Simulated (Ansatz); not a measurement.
C₁₂H₁₀I₂⁺, that is diphenyliodonium iodide with one electron fewer. The state is a doublet with charge 1. Geometry PBE-D4/def2-SVP, that of the neutral singlet; atoms count from 1.

```xyz
24

I    -2.275    0.789    1.322
C    -1.147    2.996   -3.759
C    -0.491    1.783   -4.014
C    -0.056    0.975   -2.944
C    -0.301    1.426   -1.646
I     0.679    0.197   -0.045
C     0.700   -1.328    1.611
C     1.345   -2.516    1.264
C     1.563   -3.466    2.280
C     1.133   -3.207    3.590
C     0.482   -2.000    3.898
C     0.247   -1.044    2.893
C    -0.963    2.615   -1.357
C    -1.378    3.414   -2.437
H    -1.491    3.619   -4.598
H    -0.322    1.446   -5.048
H     0.457    0.020   -3.135
H     1.676   -2.714    0.232
H     2.059   -4.418    2.034
H     1.298   -3.957    4.379
H     0.147   -1.795    4.926
H    -0.298   -0.110    3.107
H    -1.173    2.909   -0.316
H    -1.891    4.367   -2.236
```

In the def2 sets I takes a core potential; there is no spin–orbit coupling.

(1) Estimate the Mulliken populations from the PBE0/def2-SVP orbitals of Ansatz.

(2) Where does the spin sit?

(3) And the Mayer bond orders between heavy atoms (over 0.3)?

## Answers

(1) 
```tsv
atom	charge (e)	spin (α − β)
I1	0.02	0.83
C2	0.01	0.00
C3	-0.02	0.02
C4	0.03	-0.02
C5	-0.24	0.09
I6	0.55	0.01
C7	-0.22	0.06
C8	0.03	-0.01
C9	-0.02	0.00
C10	0.01	0.00
C11	-0.02	0.00
C12	0.03	0.00
C13	0.03	0.01
C14	-0.02	0.00
H15	0.08	0.00
H16	0.09	0.00
H17	0.08	0.00
H18	0.07	0.00
H19	0.08	0.00
H20	0.08	0.00
H21	0.08	0.00
H22	0.08	0.00
H23	0.08	0.00
H24	0.09	0.00
```
Mulliken values depend strongly on the basis.

(2) Summed by element: I 0.84, C 0.16, H 0.00, of 1 unpaired in all. Largest on single atoms: I1 0.83, C5 0.09, C7 0.06.

(3) C2–C3 1.39 (1.40 Å); C2–C14 1.40 (1.41 Å); C3–C4 1.41 (1.41 Å); C4–C5 1.38 (1.40 Å); C5–I6 0.81 (2.24 Å); C5–C13 1.38 (1.39 Å); I6–C7 0.78 (2.25 Å); C7–C8 1.39 (1.40 Å); C7–C12 1.41 (1.39 Å); C8–C9 1.41 (1.41 Å); C9–C10 1.40 (1.40 Å); C10–C11 1.39 (1.41 Å); C11–C12 1.41 (1.41 Å); C13–C14 1.41 (1.41 Å).
